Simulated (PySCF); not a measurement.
# Assignment exercise: C6H13PSi

Geometry:
```tsv
atom	x (Å)	y (Å)	z (Å)
C1	1.910	0.195	-1.293
C2	1.844	0.049	0.042
C3	0.635	0.006	0.856
P4	0.677	-0.207	2.535
Si5	-1.101	0.191	0.091
C6	-2.401	0.105	1.446
C7	-1.409	-1.221	-1.117
C8	-1.231	1.866	-0.760
H9	2.876	0.212	-1.805
H10	1.021	0.303	-1.918
H11	2.790	-0.053	0.590
H12	2.107	-0.299	2.694
H13	-2.377	-0.859	1.977
H14	-3.400	0.215	0.991
H15	-2.278	0.906	2.190
H16	-1.368	-2.185	-0.585
H17	-2.408	-1.126	-1.570
H18	-0.668	-1.257	-1.929
H19	-2.246	2.013	-1.165
H20	-0.516	1.979	-1.587
H21	-1.035	2.672	-0.036
```

[PySCF: σ from GIAO-PBE0/pcSseg-1; structure optimised with PBE0-D3(BJ)/def2-SVP; no solvent; one averaged value for each set of equivalent atoms; relativity neglected; single conformer]

Shifts are taken against calculated references (same method and geometry level): TMS for $^{13}$C (σref 184.41), $^{1}$H (σref 31.27).

(1) Assign these signals to the numbered atoms. $^{13}$C{$^{1}$H} NMR (computed): δ 227.2 (C), 156.4 (CH), 123.0 (CH2), 0.8 (CH3).

(2) Assign these signals to the numbered atoms. $^{1}$H NMR (400 MHz, computed): δ 7.20 (m, 1H), 7.19 (m, 1H), 5.41 (m, 1H), 5.35 (m, 1H), 0.30 (s, 9H).

## Answers

(1) 
227.2 → C3, carbon bonded to C, P, Si
156.4 → C2, carbon bonded to 2 C, H
123.0 → C1, carbon bonded to C, 2 H
0.8 → C6/C7/C8, carbon bonded to Si, 3 H

(2) 
| δ (ppm) | atoms | environment | reason |
| --- | --- | --- | --- |
| 7.20 | H11 | hydrogen on a carbon bonded to 2 C | – |
| 7.19 | H12 | hydrogen on a phosphorus bonded to C | – |
| 5.41 | H10 | hydrogen on a carbon bonded to C | – |
| 5.35 | H9 | hydrogen on a carbon bonded to C | – |
| 0.30 | H13/H14/H15/H16/H17/H18/H19/H20/H21 | hydrogen on a carbon bonded to Si | – |

H11 and H12; H10 and H9 lie closer than the usual error of such a calculation, so a measured spectrum could show them in the other order.

Splittings by $^{31}$P in the carbon and heteronuclear signals aren't shown, as no couplings were computed. Shifts are as computed. Against solution values, carbons near 30 ppm lie about +2 ppm off and those near 130 ppm about +5 ppm. Of 1211 compounds with measured shifts, 218 miss one by over three times the rms of a fit or turn the order of signals round; such compounds aren't used in these exercises. No couplings were computed; multiplicities are counted from neighbouring protons, with m where these are inequivalent, close in shift, in a saturated or five-membered ring or joined by F or P, and br s for small geminal =CH2 splittings.
